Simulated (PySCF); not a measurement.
C3H9AlO, SMILES C[O][Al]([CH3])[CH3], GFN2-xTB optimised geometry.

```
14

C      2.34     0.00     0.00
O      0.94     0.00     0.00
Al    -0.71     0.00     0.00
C     -1.63     1.78     0.00
C     -1.63    -1.78     0.00
H      2.71     1.02     0.17
H      2.71    -0.65     0.79
H      2.71    -0.35    -0.96
H     -1.35     2.37     0.87
H     -2.71     1.70     0.00
H     -1.35     2.37    -0.87
H     -2.71    -1.69     0.01
H     -1.34    -2.37     0.87
H     -1.35    -2.37    -0.88
```

Density from B3LYP/def2-TZVP (PySCF 2.14.0) at that geometry.

Minimum of the electron density along straight lines between bonded atoms, close to the bond critical point (lines longer than 1.1 times the sum of covalent radii, or with two minima, are not listed):

```
bond    length / Å  ρ at the minimum / e bohr⁻³  ∇²ρ there / e bohr⁻⁵  position (fraction from the first atom)
------  ----------  ---------------------------  --------------------  ---------------------------------------
C1–O2        1.395                        0.261                     …                                     0.35
O2–Al3       1.655                            …                     …                                     0.56
Al3–C4       2.000                        0.081                  0.20                                     0.40
Al3–C5       1.999                        0.081                  0.20                                     0.40
C1–H6        1.093                        0.285                 -1.01                                     0.64
C1–H7        1.093                        0.285                 -1.01                                     0.64
C1–H8        1.093                        0.285                 -1.01                                     0.64
C4–H9        1.094                        0.269                 -0.88                                     0.63
C4–H10       1.091                        0.272                 -0.90                                     0.63
C4–H11       1.094                        0.269                 -0.88                                     0.63
C5–H12       1.091                        0.272                 -0.90                                     0.63
C5–H13       1.094                        0.269                 -0.88                                     0.63
C5–H14       1.094                        0.269                 -0.88                                     0.63
```

### Question
Complete the blanks.

### Answer

- C1–O2, ∇²ρ there / e bohr⁻⁵: -0.47
- O2–Al3, ρ at the minimum / e bohr⁻³: 0.110
- O2–Al3, ∇²ρ there / e bohr⁻⁵: 0.91
